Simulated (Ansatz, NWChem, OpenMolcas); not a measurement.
# SiH3I (SMILES [SiH3]I): methods side by side

SiH3I: 5 atoms, total charge 0, spin state singlet. SMILES: `[SiH3]I`. Geometry: relaxed at PBE0-D4/def2-TZVP.

Each level gives the vertical ionisation energy (to the doublet cation) (eV). The values are calculated.

```csv
level,kind,program,value (eV),CPU time (all runs)
HF/def2-TZVP (core potential),Hartree–Fock,Ansatz,9.12,88 s
revPBE/def2-TZVP (core potential),GGA,OpenMolcas,9.77,4.8 min
TPSS/def2-TZVP (core potential),meta-GGA,OpenMolcas,9.90,3.2 min
B3LYP/def2-TZVP (core potential),global hybrid,NWChem,9.99,75 s
PBE0/def2-TZVP (core potential),global hybrid,Ansatz,9.96,3.1 min
CAM-B3LYP/def2-TZVP (core potential),range-separated hybrid,NWChem,10.03,4.7 min
B2PLYP/def2-TZVP (core potential),double hybrid,NWChem,9.99,72 s
RPA@PBE/def2-TZVP (core potential),RPA,Ansatz,10.03,3.2 min
```

Spin-orbit coupling, which can split open shells on such heavy atoms by tenths of an eV, is left out. The values span 9.12 to 10.03 eV. Times are those of the runs behind each value, whatever else they computed, on shared processors of several kinds: orders of magnitude only.
